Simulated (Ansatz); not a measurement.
Reaction (hydrogenolysis of the Si–C bond): `C#C[SiH](F)CF` + H₂ → `FC[SiH2]F` + `C#C`

Calculated with Ansatz (gas phase, PBE0-D4/def2-TZVP geometries, no zero-point term in ΔE). CBS: MP2 limit from def2 TZ/QZ plus the TZ coupled-cluster correction, frozen cores. This one scheme is used for every species. DFT in def2-TZVPP. One conformer a species, not always the lowest.

CCSD(T)/CBS gives +0.25 eV.

(1) Another level gave +0.05 eV. Which?
A. BLYP-D4/def2-TZVPP
B. LC-ωPBE/def2-TZVPP
C. HF/def2-TZVPP
D. ωB97M-V/def2-TZVPP

Largest T1 diagnostic among the species: 0.013.

## Answers

(1) C. HF/def2-TZVPP 0.05, BLYP-D4 0.29, ωB97M-V 0.23, LC-ωPBE 0.15 eV.

From PBE to PBE0 (25 % exact exchange), in def2-TZVPP and without D4, ΔE moves by −0.03 eV. At CCSD(T), def2-SVP lies −0.09 eV from the extrapolated value and def2-TZVPP −0.01 eV. Leaving LDA and LC-ωPBE aside and taking each functional with its dispersion term where it has one, the values, not all of them listed here, spread over 0.13 eV, from CAM-B3LYP-D4 to revPBE-D4.
